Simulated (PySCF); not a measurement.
C2H2N3, SMILES C1=NC=N[N]1, multiplicity 2. Atoms are numbered in the order given.

```xyz
7

C      0.0000     1.0508     0.3286
N      0.0000     0.0000     1.1578
C      0.0000    -1.0508     0.3286
N      0.0000    -0.6184    -0.9472
N      0.0000     0.6184    -0.9472
H      0.0000     2.1016     0.6066
H      0.0000    -2.1016     0.6066
```
Charge 0, spin multiplicity 2.

Geometry: PBE0-D3(BJ)/def2-SVP. The isomer is the one that the SMILES or the coordinates give; other isomers of the formula were not compared.

Calculation: PBE/pcH-1 run with PySCF.

Unrestricted Kohn–Sham, ⟨S²⟩ = 0.753. Hyperfine tensors hold the contact and dipolar terms, without spin-orbit corrections.

Estimate the hyperfine couplings. (The exact figures need the calculation; the answer reports its results.)


| nucleus | A(iso) (MHz) | A(iso) (G) | dipolar principal values (MHz) |
|---|---|---|---|
| 13C no. 1 | 124.7 | 44.5 | -16.8, -10.3, 27.0 |
| 14N no. 2 | -1.7 | -0.6 | -2.6, -0.8, 3.4 |
| 13C no. 3 | 124.7 | 44.5 | -16.8, -10.3, 27.0 |
| 14N no. 4 | 179.8 | 64.1 | -18.8, -16.5, 35.3 |
| 14N no. 5 | 179.8 | 64.1 | -18.8, -16.5, 35.3 |
| 1H no. 6 | -5.0 | -1.8 | -7.1, -3.5, 10.5 |
| 1H no. 7 | -5.0 | -1.8 | -7.1, -3.5, 10.5 |

And the g tensor (effective nuclear charges for spin-orbit coupling, GIAO)? (The exact figures need the calculation; the answer reports its results.)

principal values 2.0023, 2.0113, 2.0153; isotropic 2.0096.
